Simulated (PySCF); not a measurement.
C$_{2}$H$_{6}$N (SMILES C[N-]C), charge -1, singlet, at a GFN2-xTB geometry; BLYP/3-21G (PySCF).

Input for PySCF:
```python
from pyscf import gto, scf, dft

mol = gto.Mole()
mol.atom = '''
    C    -0.004507   -0.160121    1.144233
    N     0.053592    0.635779   -0.000020
    C    -0.022366   -0.158688   -1.144223
    H     0.829777   -0.943692    1.239897
    H     0.055292    0.465160    2.046813
    H    -0.956585   -0.793113    1.253932
    H     0.810315   -0.942130   -1.253877
    H     0.023344    0.467724   -2.046843
    H    -0.976047   -0.791551   -1.239842
'''
mol.basis = '3-21g'
mol.charge = -1
mol.spin = 0
mol.verbose = 4
mol.build()

mf = dft.RKS(mol)
mf.xc = 'blyp'
mf.diis = False
mf.damp = 0.3
mf.diis_start_cycle = 200
mf.max_cycle = 150
mf.kernel()
mf.analyze()
```

What does PySCF print? Leave out banner, timings and long lists.


```
PySCF version 2.14.0

[INPUT] verbose = 4
[INPUT] num. atoms = 9
[INPUT] num. electrons = 26
[INPUT] charge = -1
[INPUT] spin (= nelec alpha-beta = 2S) = 0
[INPUT] symmetry False subgroup None
[INPUT] Mole.unit = angstrom
[INPUT] Symbol           X                Y                Z      unit          X                Y                Z       unit  Magmom
[...]
nuclear repulsion = 77.4959630801076
number of shells = 27
number of NR pGTOs = 63
number of NR cGTOs = 39
basis = 3-21g
ecp = {}

******** <class 'pyscf.dft.rks.RKS'> ********
method = RKS
initial guess = minao
damping factor = 0.3
level_shift factor = 0
DIIS disabled
SCF conv_tol = 1e-09
SCF conv_tol_grad = None
SCF max_cycles = 150
direct_scf = True
direct_scf_tol = 1e-13
XC library pyscf.dft.libxc version 7.1.2
    S. Lehtola, C. Steigemann, M. J. T. Oliveira, and M. A. L. Marques,  SoftwareX 7, 1–5 (2018)
XC functionals = blyp
    A. D. Becke,  Phys. Rev. A 38, 3098 (1988)
    C. Lee, W. Yang, and R. G. Parr,  Phys. Rev. B 37, 785 (1988)
    B. Miehlich, A. Savin, H. Stoll, and H. Preuss,  Chem. Phys. Lett. 157, 200 (1989)
radial grids:
    Treutler-Ahlrichs [JCP 102, 346 (1995); DOI:10.1063/1.469408] (M4) radial grids

becke partition: Becke, JCP 88, 2547 (1988); DOI:10.1063/1.454033
pruning grids: <function nwchem_prune>
grids dens level: 3
symmetrized grids: False
atomic radii adjust function: <function treutler_atomic_radii_adjust>
small_rho_cutoff = 0
Set gradient conv threshold to 3.16228e-05
Initial guess from minao.
tot grids = 100992
init E= -133.6494010263
[...]
cycle= 1 E= -133.493071091363  delta_E= 0.156  |g|= 0.754  |ddm|= 2.69
[...]
cycle= 2 E= -133.374270198077  delta_E= 0.119  |g|= 1.04  |ddm|= 3.94
[...]
cycle= 3 E= -133.287377944304  delta_E= 0.0869  |g|= 1.27  |ddm|= 4.22
[...]
cycle= 4 E= -132.472044991458  delta_E= 0.815  |g|= 2.02  |ddm|= 8.02
[...]
cycle= 5 E= -132.370820909856  delta_E= 0.101  |g|= 2.42  |ddm|= 8.49
[...]
cycle= 6 E= -130.300709263751  delta_E= 2.07  |g|= 2.75  |ddm|= 14.8
[...]
cycle= 7 E= -130.761829528029  delta_E= -0.461  |g|= 3.56  |ddm|= 14.8
[...]
cycle= 8 E= -129.161351201585  delta_E=  1.6  |g|= 2.89  |ddm|= 16.7
[...]
cycle= 9 E= -130.163263809411  delta_E=   -1  |g|= 3.88  |ddm|= 16.7
[...]
cycle= 10 E= -128.26332076447  delta_E=  1.9  |g|= 2.93  |ddm|= 22.4
[...]
cycle= 11 E= -129.337783580205  delta_E= -1.07  |g|= 4.27  |ddm|= 22.4
[...]
cycle= 12 E= -127.84438153435  delta_E= 1.49  |g|= 3.05  |ddm|=   23
[...]
cycle= 13 E= -129.070197806471  delta_E= -1.23  |g|= 4.38  |ddm|=   23
[...]
cycle= 14 E= -127.683804912449  delta_E= 1.39  |g|= 3.11  |ddm|= 23.4
[...]
cycle= 15 E= -128.951123815068  delta_E= -1.27  |g|= 4.43  |ddm|= 23.3
[...]
cycle= 16 E= -127.609707764819  delta_E= 1.34  |g|= 3.13  |ddm|= 23.5
[...]
cycle= 17 E= -128.895628905691  delta_E= -1.29  |g|= 4.46  |ddm|= 23.5
[...]
cycle= 18 E= -127.575457899691  delta_E= 1.32  |g|= 3.15  |ddm|= 23.6
[...]
cycle= 19 E= -128.870315792776  delta_E= -1.29  |g|= 4.47  |ddm|= 23.6
[...]
cycle= 20 E= -127.559971273963  delta_E= 1.31  |g|= 3.15  |ddm|= 23.6
[...]
cycle= 21 E= -128.858977163346  delta_E= -1.3  |g|= 4.47  |ddm|= 23.6
[...]
cycle= 22 E= -127.553068087561  delta_E= 1.31  |g|= 3.15  |ddm|= 23.6
[...]
cycle= 23 E= -128.853947745119  delta_E= -1.3  |g|= 4.47  |ddm|= 23.6
[...]
cycle= 24 E= -127.550013374078  delta_E=  1.3  |g|= 3.16  |ddm|= 23.6
[...]
cycle= 25 E= -128.851727412945  delta_E= -1.3  |g|= 4.47  |ddm|= 23.6
[...]
cycle= 26 E= -127.548666305245  delta_E=  1.3  |g|= 3.16  |ddm|= 23.6
[...]
cycle= 27 E= -128.850749347805  delta_E= -1.3  |g|= 4.47  |ddm|= 23.6
[...]
cycle= 28 E= -127.548073213687  delta_E=  1.3  |g|= 3.16  |ddm|= 23.6
[...]
cycle= 29 E= -128.850318932289  delta_E= -1.3  |g|= 4.47  |ddm|= 23.6
[...]
cycle= 30 E= -127.547812271433  delta_E=  1.3  |g|= 3.16  |ddm|= 23.6
[...]
cycle= 31 E= -128.850129603773  delta_E= -1.3  |g|= 4.47  |ddm|= 23.6
[...]
cycle= 32 E= -127.547697501211  delta_E=  1.3  |g|= 3.16  |ddm|= 23.6
[...]
[...]
[...]
cycle= 113 E= -128.849980986476  delta_E= -1.3  |g|= 4.47  |ddm|= 23.6
[...]
cycle= 114 E= -127.547607414903  delta_E=  1.3  |g|= 3.16  |ddm|= 23.6
[...]
cycle= 115 E= -128.849980986476  delta_E= -1.3  |g|= 4.47  |ddm|= 23.6
[...]
cycle= 116 E= -127.547607414903  delta_E=  1.3  |g|= 3.16  |ddm|= 23.6
[...]
cycle= 117 E= -128.849980986476  delta_E= -1.3  |g|= 4.47  |ddm|= 23.6
[...]
cycle= 118 E= -127.547607414903  delta_E=  1.3  |g|= 3.16  |ddm|= 23.6
[...]
cycle= 119 E= -128.849980986476  delta_E= -1.3  |g|= 4.47  |ddm|= 23.6
[...]
cycle= 120 E= -127.547607414903  delta_E=  1.3  |g|= 3.16  |ddm|= 23.6
[...]
cycle= 121 E= -128.849980986475  delta_E= -1.3  |g|= 4.47  |ddm|= 23.6
[...]
cycle= 122 E= -127.547607414903  delta_E=  1.3  |g|= 3.16  |ddm|= 23.6
[...]
cycle= 123 E= -128.849980986476  delta_E= -1.3  |g|= 4.47  |ddm|= 23.6
[...]
cycle= 124 E= -127.547607414903  delta_E=  1.3  |g|= 3.16  |ddm|= 23.6
[...]
cycle= 125 E= -128.849980986476  delta_E= -1.3  |g|= 4.47  |ddm|= 23.6
[...]
cycle= 126 E= -127.547607414903  delta_E=  1.3  |g|= 3.16  |ddm|= 23.6
[...]
cycle= 127 E= -128.849980986476  delta_E= -1.3  |g|= 4.47  |ddm|= 23.6
[...]
cycle= 128 E= -127.547607414903  delta_E=  1.3  |g|= 3.16  |ddm|= 23.6
[...]
cycle= 129 E= -128.849980986475  delta_E= -1.3  |g|= 4.47  |ddm|= 23.6
[...]
cycle= 130 E= -127.547607414903  delta_E=  1.3  |g|= 3.16  |ddm|= 23.6
[...]
cycle= 131 E= -128.849980986476  delta_E= -1.3  |g|= 4.47  |ddm|= 23.6
[...]
cycle= 132 E= -127.547607414903  delta_E=  1.3  |g|= 3.16  |ddm|= 23.6
[...]
cycle= 133 E= -128.849980986476  delta_E= -1.3  |g|= 4.47  |ddm|= 23.6
[...]
cycle= 134 E= -127.547607414903  delta_E=  1.3  |g|= 3.16  |ddm|= 23.6
[...]
cycle= 135 E= -128.849980986476  delta_E= -1.3  |g|= 4.47  |ddm|= 23.6
[...]
cycle= 136 E= -127.547607414902  delta_E=  1.3  |g|= 3.16  |ddm|= 23.6
[...]
cycle= 137 E= -128.849980986475  delta_E= -1.3  |g|= 4.47  |ddm|= 23.6
[...]
cycle= 138 E= -127.547607414903  delta_E=  1.3  |g|= 3.16  |ddm|= 23.6
[...]
cycle= 139 E= -128.849980986476  delta_E= -1.3  |g|= 4.47  |ddm|= 23.6
[...]
cycle= 140 E= -127.547607414902  delta_E=  1.3  |g|= 3.16  |ddm|= 23.6
[...]
cycle= 141 E= -128.849980986475  delta_E= -1.3  |g|= 4.47  |ddm|= 23.6
[...]
cycle= 142 E= -127.547607414903  delta_E=  1.3  |g|= 3.16  |ddm|= 23.6
[...]
cycle= 143 E= -128.849980986475  delta_E= -1.3  |g|= 4.47  |ddm|= 23.6
[...]
cycle= 144 E= -127.547607414903  delta_E=  1.3  |g|= 3.16  |ddm|= 23.6
[...]
cycle= 145 E= -128.849980986476  delta_E= -1.3  |g|= 4.47  |ddm|= 23.6
[...]
cycle= 146 E= -127.547607414903  delta_E=  1.3  |g|= 3.16  |ddm|= 23.6
[...]
cycle= 147 E= -128.849980986476  delta_E= -1.3  |g|= 4.47  |ddm|= 23.6
[...]
cycle= 148 E= -127.547607414903  delta_E=  1.3  |g|= 3.16  |ddm|= 23.6
[...]
cycle= 149 E= -128.849980986476  delta_E= -1.3  |g|= 4.47  |ddm|= 23.6
[...]
cycle= 150 E= -127.547607414903  delta_E=  1.3  |g|= 3.16  |ddm|= 23.6
SCF not converged.
SCF energy = -127.547607414903
**** SCF Summaries ****
Total Energy =                        -127.547607414902757
Nuclear Repulsion Energy =              77.495963080107600
One-electron Energy =                 -316.163249122508944
Two-electron Energy =                  111.119678627498587
Two-electron Coulomb Energy =          130.173361568314590
DFT Exchange-Correlation Energy =      -19.053682940816003
HOMO-LUMO gap [eV] =                     0.685113806108208
**** MO energy ****
[...]
 ** Mulliken pop on meta-lowdin orthogonal AOs  **
 ** Mulliken pop  **
[...]
 ** Mulliken atomic charges  **
charge of    0C =     -0.76498
charge of    1N =      3.99593
charge of    2C =     -0.76498
charge of    3H =     -0.67477
charge of    4H =     -0.38344
charge of    5H =     -0.67477
charge of    6H =     -0.67477
charge of    7H =     -0.38345
charge of    8H =     -0.67477

WARN: System has nonzero charge -1; the dipole moment is origin-dependent.
Location of origin: [0. 0. 0.]

Dipole moment(X, Y, Z, Debye):  2.46179, 29.20434, -0.00091
```

The run did not converge; its last values are not results.
